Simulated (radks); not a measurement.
Results of a calculation; reference values are marked as such.
Ionisation of neutral germanium, [Ar] 3d10 4s2 4p2, to Ge+, [Ar] 3d10 4s2 4p1, under several functionals. Scalar-relativistic Kohn-Sham, spin-unpolarised, spherical densities, finite nucleus; a radial shooting solver on a logarithmic mesh with Libxc functionals.

| functional | E(Ge) (hartree) | Exc (hartree) | IE (eV) | -e(HOMO) (eV) | <r> HOMO (bohr) | IE error (eV) |
|---|---|---|---|---|---|---|
| BLYP | -2099.22249 | -79.89804 | 7.364 | 3.790 | 2.915 | -0.536 |
| exchange-only LDA | -2093.03400 | -73.60346 | 6.583 | 3.091 | 2.971 | -1.317 |
| revPBE | -2098.98102 | -79.66161 | 7.391 | 3.851 | 2.901 | -0.509 |
| AM05 | -2096.04993 | -76.68464 | 7.408 | 3.854 | 2.887 | -0.491 |
| r2SCAN | -2099.16150 | -79.81321 | 7.483 | 3.957 | 2.854 | -0.417 |
| HCTH/407 | -2100.21418 | -81.02397 | 7.555 | 4.016 | 2.924 | -0.344 |

NIST Atomic Spectra Database: 7.899 eV (measured). Closest: HCTH/407. The Delta-SCF values span 0.97 eV, the total energies 7.18 hartree. The highest occupied level is 4p. Spin polarisation and multiplet splitting are left out, so open shells lie too high by an amount that depends on their filling.

Beside tabulated values, note that spin-unpolarised runs miss the spin-polarisation part of the exchange energy of open shells.
